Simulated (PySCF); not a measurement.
Vertical excitations of a molecule CH6MoN2OS, multiplicity 1 from TDA-PBE/def2-SVPD (PySCF 2.14.0), as energy in eV (oscillator strength): 3.82 (0.010), 4.08 (0.029), 4.18 (0.014), 4.35 (0.004), 4.46 (0.001), 4.63 (0.011), 4.76 (0.000), 4.79 (0.005), 4.89 (0.016), 4.93 (0.003). Lowest triplet (TDA): 3.40 eV. Geometry: PBE0-D3(BJ)/def2-SVP. The spin state was assumed, not searched. The def2 effective core potentials stand for the cores of Mo; spin–orbit coupling is left out. The values are those of a single conformer.

Q: Which molecule gave these data?
(A) C[N]=[Mo](=[NH])([OH])[SH]
(B) C[O][Mo](=[NH])(=[NH])[SH]
(C) C[N]=[Mo]([NH2])(=[O])[SH]
(D) C[N]=[Mo]([NH2])([OH])=[S]

A: B, C[O][Mo](=[NH])(=[NH])[SH]
